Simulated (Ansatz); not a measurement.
`FB[SiH3]` + `[SiH3]S` → `FB[SiH2]S` + SiH₄  (formal exchange of groups at a B–Si bond)

Program: Ansatz. Geometries: PBE0-D4/def2-TZVP. ΔE: electronic, gas phase. CBS: MP2 limit from def2 TZ/QZ plus the TZ coupled-cluster correction, frozen cores. This one scheme is used for every species. Functionals use def2-TZVPP. B3LYP here is the variant with VWN-RPA as its local correlation; programs differ in this. One conformer a species, not always the lowest.

```
             level  ΔE (kcal/mol)  difference from CCSD(T)/CBS
         r2SCAN-D4           -0.7                         -0.3
           PBE0-D4           -0.6                         -0.2
          B3LYP-D4           -0.9                         -0.5
        r2SCANh-D4           -0.6                         -0.2
        r2SCAN0-D4           -0.5                         -0.1
           ωB97M-V           -0.3                          0.1
               PBE           -0.5                         -0.1
            revPBE           -0.4                          0.0
              PBE0           -0.2                          0.2
             BHLYP            0.0                          0.4
           LC-ωPBE            0.1                          0.5
RPA@PBE/def2-TZVPP           -0.4                          0.0
       HF/def2-SVP            0.0                          0.4
      MP2/def2-SVP           -0.7                         -0.3
SCS-MP2/def2-TZVPP           -0.5                         -0.1
      HF/CBS(def2)            0.3                          0.7
       CCSD(T)/CBS           -0.4                            0
```

**Question.** What do rigid-rotor, harmonic-oscillator terms from PBE0-D4/def2-TZVP frequencies (298.15 K, 1 bar) make of the CCSD(T)/CBS value? (Estimate.)

**Answer.** Ansatz gave: ΔZPE = -0.1 kcal/mol, ΔH = -0.3 kcal/mol, ΔS = -24 J/(mol·K), ΔG = +1.4 kcal/mol. Modes under 50 cm⁻¹ make the entropy rough.

Largest T1 diagnostic among the species: 0.014.

Leaving LDA and LC-ωPBE aside and taking each functional with its dispersion term where it has one, the values, not all of them listed here, spread over 1.0 kcal/mol, from BLYP-D4 to ωB97X-V.
